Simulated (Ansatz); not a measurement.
A search over several starts for the lowest SCF solution of CuSiNH₆⁻, that is Cu(NH3)(SiH3) with one electron more at the given spin, in a small basis.

```yaml
crystal:
  periodic: [false, false, false]
  atoms:
    - {symbol: Cu, position_ang: [0.000327, -0.001147, 0.199774]}
    - {symbol: N, position_ang: [-0.000203, -0.015059, 2.206673]}
    - {symbol: H, position_ang: [-0.929922, -0.188565, 2.574968]}
    - {symbol: H, position_ang: [0.316424, 0.872826, 2.582878]}
    - {symbol: H, position_ang: [0.612465, -0.737216, 2.571705]}
    - {symbol: Si, position_ang: [0.000298, 0.014163, -2.065947]}
    - {symbol: H, position_ang: [1.313782, 0.388138, -2.687732]}
    - {symbol: H, position_ang: [-0.976851, 0.970986, -2.683518]}
    - {symbol: H, position_ang: [-0.336310, -1.304137, -2.698802]}
basis:
  gaussian: {orbitals: def2-SVP}
total_charge: -1
magnetization: {spin_polarized: true, initial_magnetization: 1}
hamiltonian: {xc: pbe0, dispersion: d4}
output: {orbitals: {seedname: orbitals}}
```

```sh
$ ansatz run in.yaml --threads 4 --pin off --events-out ev --progress --plain --max-ram 3916MiB
```

Shortened log:

```
Functional definition: PBE0
970 factors; integrals over basis functions are off by at most 1.1e-3 eV
mean field evaluation 1: about -54079.4575 eV, gradient 3.8e1 eV
mean field evaluation 2: about -54071.9558 eV, gradient 6.2e1 eV
mean field evaluation 4: about -54083.9805 eV, gradient 2.6e0 eV
mean field evaluation 8: about -54084.1448 eV, gradient 2.5e-1 eV
mean field evaluation 16: about -54084.1451 eV, gradient 5.1e-4 eV
mean field -54084.14513342 eV, -1987.5556741031 hartree, gradient 5.1e-5 eV, S^2 0.751095; 0 other end points of the search recorded, 0 dependent functions left out
reference -54084.14518384 eV, -1987.5556759558 hartree; 29, 28 occupied and 64, 65 virtual orbitals, 970 factors
Total energy: -54084.29191173 eV, -1987.5610681064 hartree
```

It took 1.9 s on 4 threads of Intel Xeon on a shared host.

The highest occupied level of the charge -1 doublet lies above zero (up to 2.26 eV). Energy differences put its binding near zero (-0.10 eV; vertical, to the charge 0 singlet, at PBE0-D4/def2-TZVPD), which leaves it undecided.
